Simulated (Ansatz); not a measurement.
AlCl₄ (SMILES [Cl][Al-]([Cl])([Cl])[Cl]), charge -1, singlet, at a GFN2-xTB geometry (such geometries of metal compounds can be far from the true shape) (a gas-phase anion, which may not be bound at this level). Base run: PBE0/def2-SV(P) in Ansatz (a quantum-chemistry and plane-wave program).

The Ansatz input:
Ansatz 0.2 input:
```yaml
crystal:
  periodic: [false, false, false]
  atoms:
    - {symbol: Cl, position_ang: [-1.65839443, -0.37089430, -1.25730454]}
    - {symbol: Al, position_ang: [0.00000000, 0.00000000, 0.00000000]}
    - {symbol: Cl, position_ang: [0.00812152, 2.03452580, 0.57383638]}
    - {symbol: Cl, position_ang: [1.78590719, -0.44613033, -1.03930391]}
    - {symbol: Cl, position_ang: [-0.13563427, -1.21750117, 1.72277208]}
basis:
  gaussian:
    orbitals: def2-SV_P_.json
hamiltonian:
  xc: pbe0
total_charge: -1
```
The basis file holds def2-SV(P) in the JSON format of the Basis Set Exchange.

The base run was repeated with changes; each row names its change, and settings that it needs were set with it.

```json
[
 {"change": "base", "ΔE vs base (mEh)": "0.000"},
 {"change": "final_grid = 6, 12, 29", "ΔE vs base (mEh)": "0.018"},
 {"change": "lower_state_search = light", "ΔE vs base (mEh)": "0.000"},
 {"change": "point_charge = charge:0.5 position_ang:-5.1136, -0.0367, -0.0467", "ΔE vs base (mEh)": "-52.519"},
 {"change": "final_grid = 10, 20, 41", "ΔE vs base (mEh)": "-0.001"},
 {"change": "point_charge = charge:1.0 position_ang:3.731, -2.124, 2.7786", "ΔE vs base (mEh)": "-104.7"},
 {"change": "fitting.mean_field = cc-pVTZ-JKFIT", "ΔE vs base (mEh)": "(withheld)"},
 {"change": "forces = on", "ΔE vs base (mEh)": "0.000"},
 {"change": "point_charge = charge:-1.0 position_ang:5.0167, 0.9494, -0.2895", "ΔE vs base (mEh)": "100.1"},
 {"change": "accuracy = high", "ΔE vs base (mEh)": "-0.005"},
 {"change": "fitting.mean_field = def2-universal-JKFIT", "ΔE vs base (mEh)": "-0.024"}
]
```

Problem. Complete the blanks.

Solution. 
- fitting.mean_field = cc-pVTZ-JKFIT, ΔE vs base (mEh): -0.130

A gas-phase anion may not be bound at this level; its values then depend on the basis.
